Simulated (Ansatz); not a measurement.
## Relative stability

Two relaxed structures of SiH3TeO (charge -1), closed shell (PBE0-D4/def2-TZVPD; forces vanish, vibrations not checked).

A:

O1  (-2.090, 0.293, 0.185)
Si2  (1.584, -0.728, 1.078)
Te3  (-0.356, -0.087, -0.267)
H4  (-0.367, -1.273, -1.484)
H5  (-0.364, 1.130, -1.533)
H6  (1.254, 0.514, 1.923)
(Å)

B:

O1  (-1.955, -0.053, 0.156)
Si2  (-0.480, 0.179, -0.698)
Te3  (1.322, -0.652, 1.099)
H4  (-0.278, -1.254, -1.271)
H5  (-1.981, -0.875, 0.650)
H6  (1.585, 0.804, 1.865)
(Å)

Computed with Ansatz 0.2.0 (basis: def2-TZVPPD); correlated methods freeze the cores. Filled d shells of the heavier atoms are correlated. Core potentials replace the inner electrons of the atoms past krypton. The def2 sets are not built for correlating such inner shells, so the correlated values are less sure here. B3LYP uses VWN-RPA correlation.

(1) Which structure is lower at CCSD(T), and by how much? (To be estimated.)

The T1 diagnostic stays at or below 0.022. The restricted Hartree–Fock reference is unstable towards an unrestricted one at one or more of these structures.

## Answers

(1) By the calculation: B, by 511.4 kJ/mol (electronic energy, against the other). By their contacts, A is SiH₃TeO ([O][TeH2][SiH]), total charge -1 and B is SiH₃TeO ([OH][SiH][TeH]), total charge -1.

All methods give the same order:

```csv
method,E(B) − E(A) (kJ/mol)
PBE-D4,-463.1
r2SCAN-D4,-492.3
PBE0-D4,-507.9
B3LYP-D4,-512.4
wB97M-V,-545.2
HF,-617.5
MP2,-523.8
CCSD,-539.1
CCSD(T),-511.4
```

Labels in which every atom is bracketed show which atoms are joined, not bond orders.

For scale, one of the runs: CCSD(T)/def2-TZVPPD, 198 basis functions, launched by `ansatz run in.yaml --threads 2 --pin off --events-out ev --progress --plain --max-ram 4352MiB`. The run took 2.6 min on 2 CPU threads of an Arm Neoverse V1 (shared host), with 2.6 GiB of host memory at its peak.
